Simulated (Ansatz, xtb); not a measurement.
Diatomic TiO+, multiplicity 2 (lowest of 2S+1 = 2, 4, 6, 8 at CCSD(T)/def2-TZVPP on PBE0 minima; our sources give no spin for the ground state, which may be another). No spin–orbit coupling. Ti is treated without relativity.

The constants come from a fifth-degree fit in 1/R (seven points, main isotopes). Runs in def2 and cc sets follow the lowest solution found near the PBE0 minimum.

The values were computed with Ansatz (Gaussian basis) for Hartree–Fock, density functionals and correlated methods; xtb for the GFN methods.  The GFN methods have no spin term and hold the electronic entropy of 300 K.

```csv
level,r_e (Å),ω_e (cm⁻¹),ω_e x_e (cm⁻¹)
GFN1-xTB,1.626,924,5.3
SVWN5/def2-TZVPP,1.559,1127,4.3
PBE/def2-TZVPP,1.577,1090,4.3
r2SCAN/def2-TZVPP,1.569,…,4.5
B97M-V/def2-TZVPP,1.567,1116,4.5
BHLYP/def2-TZVPP,1.549,1180,4.3
CAM-B3LYP/def2-TZVPP,1.556,1161,4.0
wB97M-V/def2-TZVPP,…,…,3.9
```

Problem. What belongs in the gaps?

Solution. 
- wB97M-V/def2-TZVPP, r_e (Å): 1.554
- wB97M-V/def2-TZVPP, ω_e (cm⁻¹): 1165
- r2SCAN/def2-TZVPP, ω_e (cm⁻¹): 1118

Ansatz is a first-principles code.
